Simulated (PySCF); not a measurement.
**[La(H2O)8]3+ at several levels of theory**

Computed with PySCF 2.14.0 (density fitting, no spin-orbit coupling) at the geometry relaxed with PBE:

```xyz
25
[La(H2O)8]3+ (singlet; a saddle point, relaxed within its symmetry)
La    0.0000    0.0000    0.0000
O     2.2358    0.0000    1.3124
H     2.4272    0.0000    2.2759
H     3.1265    0.0000    0.8991
O     0.0000    2.2358    1.3124
H     0.0000    2.4272    2.2759
H     0.0000    3.1265    0.8991
O    -2.2358    0.0000    1.3124
H    -2.4272    0.0000    2.2759
H    -3.1265    0.0000    0.8991
O     0.0000   -2.2358    1.3124
H     0.0000   -2.4272    2.2759
H     0.0000   -3.1265    0.8991
O     1.5809    1.5810   -1.3124
H     2.2107    2.2108   -0.8991
H     1.7163    1.7163   -2.2759
O    -1.5810    1.5809   -1.3124
H    -2.2108    2.2107   -0.8991
H    -1.7163    1.7163   -2.2759
O    -1.5809   -1.5810   -1.3124
H    -2.2107   -2.2108   -0.8991
H    -1.7163   -1.7163   -2.2759
O     1.5810   -1.5809   -1.3124
H     2.2108   -2.2107   -0.8991
H     1.7163   -1.7163   -2.2759
```

```
 level                                              basis    state  HOMO (eV)  gap (eV)  charge on La1 (e)  population of f-type functions on La1 (polarisation alone where 4f lies in the core)  dipole about the centre of mass (D)  largest force component (eV/Å)
   PBE  La lcecp-1-SVP with ECP46, O def2-SVP, H def2-SVP  singlet     -18.50      5.34               0.86                                                                                  0.06                                 0.00                            0.00
revPBE                                           the same  singlet     -18.47      5.43               0.94                                                                                  0.06                                 0.00                            0.12
  BLYP                                           the same  singlet     -18.39      5.35               0.84                                                                                  0.06                                 0.00                            0.11
  PBE0                                           the same  singlet     -20.42      8.15               1.15                                                                                  0.06                                 0.00                            0.51
```

In the lcecp rows the 4f levels are missing from HOMO and gap, and the state counts the valence alone.

Charges are Mulliken's, which hang on the basis. The relaxation used the grid (50, 194), these runs (75, 302) or, all-electron (x2c bases, spin-free X2C Hamiltonian), (99, 590).

Problem. What does B3LYP with La lcecp-1-SVP with ECP46, O def2-SVP, H def2-SVP give here?

Solution. state singlet, HOMO (eV) -20.09, gap (eV) 7.57, charge on La1 (e) 1.07, population of f-type functions on La1 (polarisation alone where 4f lies in the core) 0.06, dipole about the centre of mass (D) 0.00, largest force component (eV/Å) 0.42. Time: 43 s on 4 threads of Arm Neoverse V2, with other jobs on the host, from an already converged density.

In the first row's basis the gap widens with exact exchange: 5.3 to 5.4 eV for PBE, BLYP, revPBE (none); 7.6 to 8.1 eV for B3LYP, PBE0 (a fixed share).
